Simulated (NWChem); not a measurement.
# CH$_{5}$AlOS; SMILES C[S][AlH][OH]

```xyz
9

Al    -0.5650     1.0063     0.0028
H     -1.9014     1.8500     0.0036
O      0.9911     1.7054     0.0029
H      1.2043     2.6392    -0.0054
S     -0.6084    -1.1632     0.0033
C      1.1785    -1.5705     0.0011
H      1.8003    -0.6656     0.0024
H      1.4009    -2.1656    -0.8947
H      1.4020    -2.1690     0.8944
```
Atoms are numbered in this order, from 1.

Results from NWChem. Pople sets run with spherical d functions. The geometry was optimised at PBE0/def2-SVP. Core excitations by TDA in a window of 1s orbitals, non-relativistic and unshifted: absolute energies depend strongly on the exact-exchange share.

For level O K edge, BHandHLYP/6-311G**:

```
Property                         Value
-------------------------------  -----
first 1s excitation (eV)         531.2
first state with f > 0.002 (eV)  531.2
```

Estimate the same quantities for level O K edge, PBE0/6-311G**.

The first 1s excitation (eV) is 519.8. The first state with f > 0.002 (eV) is 519.8.
